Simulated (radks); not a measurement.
Task: The mean radii <r> (bohr) of the occupied orbitals of an atom or ion are listed with their occupations. All-electron calculation, non-relativistic Kohn-Sham, PBE, spin-polarised, spherical densities, point nucleus. Program: a radial shooting solver on a logarithmic mesh with Libxc functionals.

orbital  occ.      <r>
1s up       1  0.02814
1s down     1  0.02814
2s up       1   0.1208
2s down     1   0.1207
2p up       3   0.1027
2p down     3   0.1027
3s up       1   0.3140
3s down     1   0.3140
3p up       3   0.3032
3p down     2   0.3032
3d up       5   0.2719
3d down     5   0.2718
4s up       1   0.6455
4s down     1   0.6462
4d up       1   0.6507

Name the element and its charge. Open shells, if any, are filled with parallel spins first.

Result: Z = 54, xenon, charge +24: Xe24+ in [Ne] 3s2 3p5 3d10 4s2 4d1. The 1s radius gives Z: for a bare nucleus <r> = 1.5/Z, 0.02778 bohr for Z = 54, and screening makes it slightly larger (0.02814 here). The occupations add up to 30, and the charge is Z minus that.
